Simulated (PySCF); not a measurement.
A species of formula C7H12Si has this rotational fingerprint, computed with PBE0-D3(BJ)/def2-SVP geometry optimisation, gas phase (PySCF):

```
Rotational constants : A = 3661, B = 1106, C = 939.6 MHz
Dipole components    : |μa| = 0.63 D, |μb| = 0.18 D, |μc| = 0.12 D
Inertial defect      : -57.31 u·Å²
κ                    : -0.88
```

Task: Which structure is it? (One computed conformer of each.)
A. `[SiH3:1][CH2:2][C@@H:3]1[CH:4]=[CH:5][C@@H:6]2[CH2:7][C@H:8]12` with Si1–C2–C3–C4 177°
B. `[CH3:1][CH2:2][CH2:3][SiH:4]1[CH:5]=[CH:6][CH:7]=[CH:8]1` with C1–C2–C3–Si4 179°, C2–C3–Si4–C5 172°
C. `[CH3:1][CH2:2][CH2:3][C:4]1=[CH:5][SiH2:6][CH:7]=[CH:8]1` with C1–C2–C3–C4 179°, C2–C3–C4–C5 107°

Result: A. It is [SiH3]C[C@@H]1C=C[C@@H]2C[C@@H]21, an asymmetric top, point group C1. The candidates at the same level (rigid rotor, commonest isotopes):

```
                           SMILES  A (MHz)  B (MHz)  C (MHz)  μa (D)  μb (D)  μc (D)  Δ (u·Å²)  point group                        rotor
                 CCC[SiH]1C=CC=C1     4261    846.9    777.2    0.33    0.02    0.57    -65.10           C1  near-prolate asymmetric top
[SiH3]C[C@@H]1C=C[C@@H]2C[C@@H]21     3661     1106    939.6    0.63    0.18    0.12    -57.31           C1               asymmetric top
                CCCC1=C[SiH2]C=C1     4743    808.2    738.9    1.11    0.31    0.09    -47.88           C1  near-prolate asymmetric top
```

`CCCC1=C[SiH2]C=C1` has A 30 % too high; `CCC[SiH]1C=CC=C1` has B 23 % too low. No structure here is proved a minimum.
